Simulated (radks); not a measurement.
The numbers below are computed, except where a source is named.
Q: Species: Hf13+. Configuration: [Kr] 4d9 4f11 5s2 5p1 (not the ground configuration). Level of theory: scalar-relativistic Kohn-Sham, BLYP, spin-polarised, spherical densities, finite nucleus; open shells are filled with parallel spins first (spin-orbit coupling, left out, can overturn this in heavy ions); Fermi nuclear charge, rms radius 5.347 fm (a radial shooting solver on a logarithmic mesh with Libxc functionals). Some entries of the table are withheld. Estimate them.

orbital,occ.,eigenvalue (hartree),<1/r> (bohr^-1),<r> (bohr)
1s up,1,-2409.297,83.78,0.01899
1s down,1,-2409.291,83.78,0.01899
2s up,1,-420.7988,19.57,0.08038
2s down,1,-420.7675,19.57,0.08037
2p up,3,-370.8766,17.85,0.07171
2p down,3,-370.8492,17.85,0.07171
3s up,1,-103.9105,7.240,0.2086
3s down,1,-103.8233,7.244,0.2085
3p up,3,-88.99009,6.714,0.2085
3p down,3,-88.90082,6.718,0.2083
3d up,5,-71.31577,6.353,0.1889
3d down,5,-71.23561,6.357,0.1887
4s up,1,-28.99663,3.100,0.4638
4s down,1,-28.79897,3.097,0.4641
4p up,3,-24.03773,2.836,0.4904
4p down,3,-23.84517,2.832,0.4908
4d up,5,-17.62120,2.545,0.5191
4d down,4,-17.43219,2.541,0.5198
5s up,1,(1),(2),0.9822
5s down,1,(3),(4),0.9854
4f up,7,-10.42781,2.158,0.5630
4f down,4,-10.24286,2.153,0.5650
5p up,1,-9.41148,1.252,1.070
5p down,0,-9.28545,1.246,1.075

A: 
(1) 5s up eigenvalue (hartree): -10.96491
(2) 5s up <1/r> (bohr^-1): 1.383
(3) 5s down eigenvalue (hartree): -10.82949
(4) 5s down <1/r> (bohr^-1): 1.378
